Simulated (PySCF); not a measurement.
Hf(OH)3(H) (H₄HfO₃), SMILES [HfH]([OH])([OH])[OH], multiplicity 1.

The structure is a stationary point at B3LYP-D3(BJ)/def2-SVP. The spin state was assumed, not searched. The structure was generated by enumeration; whether it is a known compound was not checked. The def2 effective core potentials stand for the cores of Hf; spin–orbit coupling is left out. One conformer was computed; it need not be the lowest.

Level of theory: PBE/def2-TZVPD in PySCF.

Isolated molecule, no solvent.

Task: Estimate the frontier levels, gap, dipole moment and polarisability. (Estimate from the structure and the level; the computed values follow.)

Result: 
- highest occupied level = -6.49 eV
- lowest empty level = -0.90 eV
- orbital gap = 5.60 eV
- dipole moment = 2.84 D
- quadrupole, principal values (traceless, Buckingham form, about the centre of nuclear charge) = -8.64, 4.32, 4.32 D·Å
- mean static polarisability = 60.2 bohr³ (8.91 Å³)
- polarisability, principal values = 58.4, 61.1, 61.1 bohr³
